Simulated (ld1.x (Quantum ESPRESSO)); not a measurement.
**iodine: variants of one TM semilocal potential**

Base potential:

```json
{
  "Element": "I (Z = 53)",
  "Generator": "ld1.x (Quantum ESPRESSO) 7.5",
  "Type": "norm-conserving Troullier–Martins (semilocal form)",
  "Functional": "PW91",
  "Relativity": "scalar-relativistic",
  "Frozen core": "[Kr]",
  "Valence charge": "17",
  "Reference configuration": "4d10 5s2 5p4 (charge +1)",
  "Partial waves": "5s (bound): rc 1.65 bohr; 4d (bound): rc 1.50 bohr; 5p (bound): rc 2.10 bohr",
  "Local potential": "the p channel",
  "Core correction": "a·sin(br)/r model core inside 0.80 bohr"
}
```

All-electron outer shells of the reference configuration (PW91, scalar-relativistic, ld1.x):

| shell | level (eV) | outermost node (bohr) | outermost maximum (bohr) |
| --- | --- | --- | --- |
| 4p | -137.17 | 0.37 | 0.72 |
| 4d | -59.87 | 0.35 | 0.78 |
| 5s | -26.33 | 0.88 | 1.70 |
| 5p | -15.41 | 0.96 | 1.97 |

Cutoffs, loose and tight: the cutoffs (Ry, on a coarse ladder) from which the occupation-weighted sum of valence levels, in a spherical-Bessel basis at the reference potential, stays within 10 and 1 mRy of its value at 400 Ry. They do not see the model core or the augmentation charge, which bear on the density cutoff. Test errors are all-electron minus pseudo excitation energies from the reference, over the configurations 4d10 5s2 5p5; 4d10 5s2 5p3; 4d10 5s2 5p2; 4d10 5s2 5p5.3; 4d10 5s1 5p6; 4d9 5s2 5p5; 4d10 5s2 5p1. A dash means not determined; rows that change the core or the reference have their own tests.

A semilocal file is local in each channel, so a ghost entry of none says nothing of the separable form that plane-wave codes build from it.

```csv
change,outcome,"cutoff, loose","cutoff, tight",bound ghosts,largest test error (meV)
base,generated,100 Ry,160 Ry,none,-363
"all radii but the core radius scaled by about 1.14 (s 1.88, p 2.40, d 1.72 bohr)",generated,90 Ry,140 Ry,none,-231
"all radii but the core radius scaled by about 1.39 (s 2.30, p 2.92, d 2.08 bohr)",generated,70 Ry,120 Ry,none,+185
```

Task: What comes out with this change to the base: all radii but the core radius scaled by about 0.80 (s 1.32, p 1.70, d 1.20 bohr)?

Result: outcome: generated; cutoff, loose: 120 Ry; cutoff, tight: 230 Ry; bound ghosts: none; largest test error (meV): -112.

Task: What comes out with this change to the base: all radii but the core radius scaled by about 1.24 (s 2.04, p 2.60, d 1.86 bohr)?

Result: outcome: generated; cutoff, loose: 80 Ry; cutoff, tight: 140 Ry; bound ghosts: none; largest test error (meV): -94.

Task: What comes out with this change to the base: all radii but the core radius scaled by about 0.91 (s 1.50, p 1.92, d 1.38 bohr)?

Result: outcome: generated; cutoff, loose: 110 Ry; cutoff, tight: 180 Ry; bound ghosts: none; largest test error (meV): -344.

Reading the sweep of the scale of all radii but the core radius (base = 1) (base included, trends over the rows without a ghost): The loose cutoff falls from 120 Ry at 0.8 to 70 Ry at 1.39. A larger radius leaves more room for a smooth pseudo-wave, so fewer plane waves are needed; a smaller one forces it to follow the all-electron wave where it bends sharply. The median size of the test errors (rows with all tests solved) is not monotonic: lowest 2.1 meV at 1.14, highest 10.9 meV at 1.39.
